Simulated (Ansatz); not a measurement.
A structure relaxed at PBE0-D4/def2-TZVP in Ansatz, charge 0, septet:

Cartesian coordinates in Å:
```
Fe -1.002 -0.976 -0.257
Co 0.469 0.343 1.311
Co 0.533 0.632 -1.054
```

Task: Give its formula and point group.

Result: FeCo2. Point group Cs (tolerance 0.1 Å).

Task: Summarise the bond lengths by kind (pairs closer than 1.2 times the sum of covalent radii, bridged metal pairs left out).

Result: 2 × Co–Fe 2.36 to 2.52 Å; 1 × Co–Co 2.38 Å.

The charge 0 septet is spin-contaminated (final ⟨S²⟩ up to 13.12, 12.00 for a pure state). The relaxation made no stability test and no search for a lower SCF solution. No other spin state of charge 0 was run. Another isomer (triplet) lies 0.08 eV lower at PBE0-D4/def2-TZVP; other spin states weren't run for this one.
